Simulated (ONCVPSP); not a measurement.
# Potentials for platinum compared

Generated with ld1.x 7.5 (TM, RRKJ, ultrasoft, PAW), atompaw 4.2 or ONCVPSP 4.0.1. The cutoff is in Ry: for ld1.x and atompaw files where the sum of valence levels is converged to 10 mRy in a Bessel basis, for ONCV files where the hardest occupied wave has 1 mHa per electron of residual kinetic energy. The error is the largest all-electron minus pseudo excitation energy over each file’s own four to seven test configurations (ionisations up to +4, promotions, holes and added fractions of an electron), all of which were solved. The labels leave out finer settings (local radius, basis sizes, second energies), which also bear on the numbers. Spin-polarised tests are not counted. The rows are a selection from randomly drawn settings: files with unsolved tests, undetermined cutoffs or missed reference levels are left out.

A true bound ghost makes a file unfit for plane-wave use even where its test errors are small: the radial tests pick states by their node count and pass the ghost by.

```tsv
potential	cutoff (Ry)	largest error (meV)	bound ghosts
ONCV, PBEsol, scalar-relativistic, rc 1.00/1.65/2.25 (spd), local smoothed, core correction yes, reference 5s2 5p6 5d8, qcut 6.2/8.2/7.6, projectors 2/2/2	451	+7.1	none
ONCV, PBEsol, scalar-relativistic, rc 1.65/1.55/1.45 (spd), local smoothed, core correction yes, reference 5s2 5p6 5d9 6s1, qcut 9.1/10.5/6.4, projectors 3/1/3	65	-14	d
ONCV, PBE, scalar-relativistic, rc 2.35/2.45/2.20 (spd), local smoothed, core correction yes, reference 5d9 6s0.75, qcut 2.8/4/7.8, projectors 3/2/3	36	-25	p
ONCV, PBEsol, fully relativistic, rc 1.60/1.50/2.05 (spd), local smoothed, core correction no, reference 5s2 5p6 5d9 6s1, qcut 6.1/11.5/8.6, projectors 2/2/1	75	+7.6	none
ONCV, PBE, fully relativistic, rc 2.55/2.60/2.40 (spd), local smoothed, core correction yes, reference 5d9 6s1, qcut 2.9/3.3/5.7, projectors 2/1/2	27	-233	none
ONCV, PBEsol, scalar-relativistic, rc 1.70/1.25/1.60 (spd), local smoothed, core correction yes, reference 5s2 5p6 5d9 6s1, qcut 6/7.6/6.5, projectors 2/3/2	73	-21	none
```

(1) Fill in the row for Pt: ONCV, LDA (Perdew-Zunger), scalar-relativistic, rc 1.75/1.75/2.20 (spd), local smoothed, core correction yes, reference 5s2 5p6 5d9 6s1, qcut 6.5/7.8/6, projectors 2/3/1.

Answers

(1) cutoff 31 Ry, largest error -30 meV, bound ghosts: none.
